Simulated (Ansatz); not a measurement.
`N[SiH2]N[SiH2]O`, relaxed with RKS PBE0-D4/def2-TZVP in the Gaussian-basis code of Ansatz from a PBE-D4/def2-SVP geometry. The force threshold is 0.005 eV/Å; the program also tests the step.

Total charge 0; spin multiplicity 1.

Start:

```xyz
13

N    -0.280    1.299   -2.107
Si   -1.060    0.322   -0.895
N    -0.079   -0.833    0.007
Si    0.408   -0.818    1.685
O     2.032   -0.446    1.945
H    -0.130    0.911   -3.042
H     0.481    1.936   -1.858
H    -1.622    1.226    0.163
H    -2.125   -0.417   -1.657
H     0.297   -1.615   -0.543
H    -0.500    0.173    2.360
H     0.292   -2.190    2.275
H     2.286    0.452    1.669
```

(1) How much energy does the relaxation release, and in how many steps? (Estimate.)

(2) Which bonds change most? (Best estimate.)

(3) Give the relaxed structure. (Best estimate.)

## Answers

(1) Ansatz gave: 10.70 kJ/mol, in 26 steps, 3 of them rejected.

(2) The calculation gave: Si2–N3 from 1.763 to 1.724 Å; Si4–O5 from 1.686 to 1.648 Å; N3–Si4 from 1.748 to 1.718 Å; N1–Si2 from 1.741 to 1.713 Å.

(3) Computed: 
```xyz
13

N    -0.173    0.990   -2.236
Si   -0.972    0.358   -0.859
N     0.079   -0.715   -0.013
Si    0.384   -0.858    1.672
O     1.906   -0.411    2.118
H    -0.691    1.178   -3.077
H     0.645    1.573   -2.163
H    -1.389    1.350    0.171
H    -2.185   -0.296   -1.420
H     0.563   -1.379   -0.605
H    -0.638   -0.019    2.348
H     0.314   -2.273    2.101
H     2.158    0.501    1.963
```
